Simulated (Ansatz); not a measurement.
C2H10SiSn can be A, `C[SiH](C)[SnH3]`, or B, `[CH3][SnH]([CH3])[SiH3]`.

Isolated molecules relaxed with PBE0-D4/def2-TZVP in Ansatz; ΔE leaves out vibrations. CBS: MP2 limit from def2 TZ/QZ plus the TZ coupled-cluster correction, frozen cores. Functionals use def2-TZVPP. B3LYP here is the variant with VWN-RPA as its local correlation; programs differ in this. Elements past krypton have def2 core potentials. For Sn outer-core shells are correlated without core-valence functions, which leaves a few kJ/mol of doubt a bond.

A:

Z-matrix (Å, degrees):
```
C
Si 1 1.876
H 1 1.092 2 111.2
H 1 1.094 2 110.5 3 120.0
H 1 1.093 2 110.9 3 -120.3
C 2 1.876 1 111.0 3 -178.5
Sn 2 2.567 1 110.1 3 59.3
H 2 1.493 1 109.1 3 -58.3
H 6 1.092 2 111.2 1 178.6
H 6 1.093 2 110.9 1 -61.2
H 6 1.094 2 110.5 1 58.6
H 7 1.711 2 112.1 1 -179.9
H 7 1.713 2 111.2 1 60.4
H 7 1.711 2 112.1 1 -59.2
```

B:

```xyz
14

C    -0.035    1.421    1.548
Sn    0.199   -0.397    0.429
C     1.909   -0.204   -0.856
Si   -1.913   -0.889   -0.945
H    -0.216    2.255    0.869
H     0.872    1.621    2.120
H    -0.876    1.338    2.237
H     0.484   -1.684    1.530
H     2.795    0.015   -0.260
H     1.751    0.608   -1.566
H     2.075   -1.129   -1.409
H    -1.764   -2.148   -1.725
H    -2.175    0.218   -1.906
H    -3.105   -1.025   -0.064
```

**Question.** Which isomer does CCSD(T)/CBS put lower? Give the gap. (Estimate.)

**Answer.** Computed: A, by 22.8 kJ/mol.

**Question.** Give E(B) − E(A) in kJ/mol with CCSD/def2-TZVPP, ωB97M-V, B3LYP-D4, r2SCAN-D4, B2PLYP, PBE0-D4, HF/def2-TZVPP. (Best estimate.)

**Answer.** Ansatz gave: CCSD/def2-TZVPP 27.2, ωB97M-V 36.1, B3LYP-D4 32.8, r2SCAN-D4 36.9, B2PLYP 28.0, PBE0-D4 36.4, HF/def2-TZVPP 32.7. None reverses the order clearly.

Largest T1 diagnostic: 0.012.

In def2-TZVPP, CCSD(T) changes the Hartree–Fock value by −6.9 kJ/mol (the triples alone add −1.4 kJ/mol) and MP2 by −10.0 kJ/mol.
